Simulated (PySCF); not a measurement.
## Relaxation of triplet IPdN

Method: UPBE0/[Pd def2-SVP with ECP28, N def2-SVP, I def2-SVP with ECP28], scalar-relativistic core potentials, density fitting, no spin–orbit coupling, PySCF. A (50,194) grid was used.

A start displaced from a saddle point along its imaginary mode, of Cs symmetry, held to at least that symmetry:

Coordinates in bohr (charge 0 multiplicity 3):
```
Pd    0.0488   -0.0141   -2.3039
N    -0.2179    0.0628   -5.6631
I    -0.0166    0.0048    2.5475
```

Optimiser trace:
```
step  E − E(last) (kJ/mol)  largest gradient (Eh/bohr)
   0                 47.10                     0.00487
   1                 45.53                     0.00585
   2                 43.46                     0.00623
   3                 41.08                     0.00624
   4                 38.48                     0.00758
   5                 35.71                     0.00919
   6                 32.82                     0.01057
   7                 29.93                     0.01143
   8                 13.58                     0.02182
   9                  5.91                     0.01668
  10                  2.55                     0.01611
  11                  0.88                     0.00818
  12                  0.04                     0.00074
  13                  0.00                     0.00017
  14                  0.00                     0.00006
```

It ends at Cs with Pd–I 2.536 Å, Pd–N 1.756 Å; I–Pd–N 106.9° (after a last refinement on a finer grid). The frequency run here used a shortcut that can spoil soft modes, so no verdict on minimum or saddle point is given. Other isomers or separated fragments may lie lower.

Other spin states or occupations of the open shell can lie lower. With an element this heavy the missing spin–orbit coupling can shift these numbers.

The relaxation took of the order of 80 core-seconds on a shared host.
